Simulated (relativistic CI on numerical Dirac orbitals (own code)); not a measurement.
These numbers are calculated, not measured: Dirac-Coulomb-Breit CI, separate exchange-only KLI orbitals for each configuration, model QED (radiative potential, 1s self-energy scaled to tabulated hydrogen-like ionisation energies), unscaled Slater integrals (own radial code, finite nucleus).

Configuration list (outside the closed core [Ar]): 3d10 4s2, 3d10 4s 4p, 3d10 4p2, 3d10 4s 4d, 3d10 4s 4f, 3d10 4d2, 3d10 4p 4d, 3d10 4f2, 3d10 4p 4f, 3d10 4d 4f, 3d10 4s 5s, 3d10 4s 5p, 3d10 4s 5d, 3d10 4s 5f, 3d10 4s 5g, 3d10 4s 6s, 3d10 4s 6p, 3d10 4s 6d, 3d10 4s 6f, 3d9 4s2 4p, 3d10 4s 7s, 3d9 4s2 4d, 3d9 4s2 4f, 3d9 4s2 5s, 3d9 4s2 5p, 3d9 4s2 5d. Double excitations out of closed p, d and f shells are left out; levels of such configurations are missing from the list, as are those of other unlisted configurations, and high levels can miss mixing partners. These lack a partner that the ground configuration has and come out too high: 3d9 4s2 4p, 3d9 4s2 4d, 3d9 4s2 4f, 3d9 4s2 5s, 3d9 4s2 5p.

At this charge energies of transitions that change n are usually good to better than 1 %, and those within a shell (Δn = 0) to a few per cent.

Outline of the computed level scheme of Bi LIV. Lowest level of each configuration: 3d10 4s2 1S_0 at 0.00 eV; 3d10 4s 4p 3P°_0 at 107.09 eV; 3d10 4p2 3P_0 at 245.06 eV; 3d10 4s 4d 3D_1 at 482.29 eV; 3d10 4p 4d 3F°_2 at 595.00 eV; 3d10 4s 4f 3F°_3 at 719.85 eV; 3d10 4p 4f 3G_3 at 838.66 eV; 3d10 4d2 3F_2 at 973.09 eV.

Some strong electric-dipole decays among the lowest 45 levels: 3d10 4d2 3P_0 → 3d10 4p 4d 3D°_1 (3.7e+12 s⁻¹); 3d10 4p 4d 3D°_1 → 3d10 4p2 3P_0 (2.6e+12 s⁻¹); 3d10 4s 4d 3D_2 → 3d10 4s 4p 3P°_1 (2.3e+12 s⁻¹); 3d10 4p2 1S_0 → 3d10 4s 4p 1P°_1 (2.3e+12 s⁻¹); 3d10 4d2 3F_2 → 3d10 4p 4d 3D°_1 (1.9e+12 s⁻¹); 3d10 4d2 3P_1 → 3d10 4p 4d 3P°_2 (1.9e+12 s⁻¹); 3d10 4d2 3F_2 → 3d10 4p 4d 3F°_2 (1.9e+12 s⁻¹); 3d10 4p 4d 3F°_3 → 3d10 4s 4d 3D_2 (1.7e+12 s⁻¹).

LS names give the leading component of a level, which can be under half, so a name can repeat, a term be missing and a line seem to break the LS rules.
